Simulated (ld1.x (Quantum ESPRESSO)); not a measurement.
Building the RRKJ potential for I (Z = 53) (revPBE, fully relativistic).

| Quantity | Value |
| --- | --- |
| Element | iodine (I) |
| Generator | ld1.x (Quantum ESPRESSO) 7.5 |
| Type | norm-conserving RRKJ (Kleinman–Bylander form) |
| Functional | revPBE |
| Relativity | fully relativistic |
| Frozen core | [Kr] |
| Valence charge | 17 |
| Reference configuration | 4d10 5s2 5p5 |
| Partial waves | 5s (bound): rc 1.80 bohr; 5p (bound): rc 1.60 bohr; 4d (bound): rc 1.50 bohr |
| Local potential | the d channel |
| Core correction | none |
| rho0 | 0.001 |

Open shells are filled in proportion to 2j + 1 (rel_dist='average').

* Cutoffs needed: 100 Ry and 180 Ry (the cutoffs (Ry, on a coarse ladder) from which the occupation-weighted sum of valence levels, in a spherical-Bessel basis at the reference potential, stays within 10 and 1 mRy of its value at 400 Ry)
* Ghost test: ghost states, extra bound levels that the all-electron valence spectrum of the same l lacks: s at -241.6 eV, p3/2 at -60.0 eV, p1/2 at -57.9 eV; a true bound ghost makes a file unfit for plane-wave use (spherical-Bessel basis up to 400 Ry, 20 bohr box)
* Largest excitation error: -373 meV (all-electron minus pseudo) for 4d9 5s2 5p6, out of 7 test configurations
